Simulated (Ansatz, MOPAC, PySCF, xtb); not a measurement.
Dimer: CH4 (SMILES C) (first 5 atoms) with Si2H6 (SMILES [SiH3][SiH3]); geometry from B3LYP-D3(BJ)/def2-TZVP, rigid monomers moved along the line of their centres of mass till C1···Si7 is 4.47 Å.
(charge 0, multiplicity 1):
```xyz
13

C      0.0554    -0.1260     0.0464
H     -0.3725    -1.0483     0.4367
H     -0.5348     0.7218     0.3915
H      1.0800    -0.0225     0.3998
H      0.0467    -0.1546    -1.0423
Si     1.0456     0.4840     4.7499
Si    -1.1399    -0.2656     4.3535
H      1.7739    -0.4943     5.5944
H      1.0161     1.7878     5.4570
H      1.7853     0.6532     3.4769
H     -1.1231    -1.5771     3.6624
H     -1.8803     0.7064     3.5141
H     -1.8587    -0.4207     5.6422
```

| level | interaction energy (meV) | cost |
|---|---|---|
| AM1 | 1.8 | - |
| GFN1-xTB | -38.4 | - |
| HF/3-21G (no counterpoise) | -10.9 | - |
| HF/6-31G* (no counterpoise) | -2.4 | - |
| r2SCAN/def2-TZVPPD | -11.9 | ×1 |
| r2SCAN-D4/def2-TZVPPD | -26.6 | ×1 |
| B3LYP/6-31G* | 9.9 | - |
| B3LYP/6-311+G** (no counterpoise) | 8.9 | - |
| B3LYP/def2-TZVPPD | 9.1 | ×1 |
| B3LYP-D3(BJ)/def2-TZVPPD | -32.5 | ×1 |
| B3LYP-D4/def2-TZVPPD | -29.3 | ×1 |
| PBE0-D3(BJ)/def2-TZVPPD | -40.2 | ×2 |
| wB97X-V/def2-TZVPPD | -31.5 | ×3 |
| CCSD(T)/aug-cc-pV(D+d)Z | -28.7 | ×10 |

The rows run from -40.2 (PBE0-D3(BJ)/def2-TZVPPD) to 9.9 meV (B3LYP/6-31G*). The dispersion term adds -14.6 in r2SCAN-D4, -41.6 in B3LYP-D3(BJ), -38.4 in B3LYP-D4. The 3 functionals in def2-TZVPPD without D3 or D4 span 40.6, from wB97X-V to B3LYP.

Monomers are frozen at their geometry in the pair; levels with a basis set take the counterpoise correction. Rows marked so take none.

Cores are frozen in the correlated methods. Rows in 3-21G, 6-311+G**, 6-31G* carry no dispersion term and start afresh at each structure (6-31G* with six Cartesian d functions). The state that AM1 reach isn't checked.

The values were computed with Ansatz (Gaussian orbitals); MOPAC for AM1 (differences of heats of formation); PySCF for 3-21G rows, 6-311+G** rows, 6-31G* rows, the dispersion terms; xtb for the GFN methods. 

Costs are rough ratios of core time to PBE/def2-TZVPPD (about 11 s over the structures, on one shared machine); a dash marks a level with no comparable run of its own.

Ansatz is a program for electronic structure.
